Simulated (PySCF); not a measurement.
# Electron correlation in As²⁺ (arsenic, charge +2)

[Ar] 3d10 4s2 4p1, 2P determinant. All numbers are calculated (PySCF 2.14, scalar relativity by spin-free X2C-1e, in x2c-TZVPall). Frozen: [Ar] 3d10; 3 electrons correlated.

MP2 pair energies summed by pair of shells (mhartree):

```json
{"pair": "4s-4s", "energy": "-21.51", "share (%)": "55.1"}
{"pair": "4s-4p", "energy": "-17.50", "share (%)": "44.9"}
```

Total MP2 correlation energy: -39.01 mhartree.

Same-spin part -2.55 and opposite-spin part -36.46 mhartree; SCS-MP2 scales them by 1/3 and 6/5 to -44.60 mhartree.

```json
{"level": "CCSD", "correlation energy (mhartree)": "-52.71"}
{"level": "(T)", "correlation energy (mhartree)": "-0.69"}
{"level": "CCSD(T)", "correlation energy (mhartree)": "-53.40"}
```

Diagnostics: T1 = 0.0082, D1 = 0.0192, largest double amplitude 0.094.

**Question.** Is a single reference adequate?

**Answer.** Mostly. T1 lies below 0.03, but a double amplitude of this size points to a near-degeneracy that CCSD handles and MP2 describes poorly.
